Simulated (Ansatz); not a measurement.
Na₂Br₃, relaxed as a doublet with UKS PBE0-D4/def2-SVP in Ansatz, starting from the GFN1-xTB geometry. Force threshold 0.02 eV/Å.

In the doublet, Br3 and Br5 lie 2.91 Å apart (atoms count from 1), so these atoms are partly bonded to each other. The relaxation made no stability test and no search for a lower SCF solution. The structure comes from a short search, and lower isomers may exist.

Start:

```xyz
5

Na    0.271    1.103    1.166
Na   -0.548   -1.209   -0.941
Br   -0.027    1.417   -1.552
Br   -1.711   -0.719    1.444
Br    2.015   -0.591   -0.118
```

(1) Estimate the energy that the relaxation releases and the steps that it takes.

(2) Does the start keep its bonding and symmetry?

(3) Predict the relaxed structure.

## Answers

(1) 5.1 kcal/mol, in 4 steps; 11 s on 4 threads of Intel Xeon Platinum 8488C on a shared host. No frequencies were taken in this run, so the end may be a saddle point.

(2) By distances, no bond broke or formed. The bond that changes most is Na2–Br3, from 2.75 to 2.90 Å (atoms count from 1). Point group C2v at the start, C2v at the end, both within 0.05 Å.

(3) 
Cartesian coordinates in Å:
```
Na 0.1607 1.0593 1.2648
Na -0.6547 -1.2633 -0.8506
Br 0.2182 1.3904 -1.6139
Br -1.7966 -0.7493 1.5151
Br 2.0723 -0.4371 -0.3154
```
Bond lengths (bridged metal pairs left out): 6 × Br–Na 2.68 to 2.90 Å.
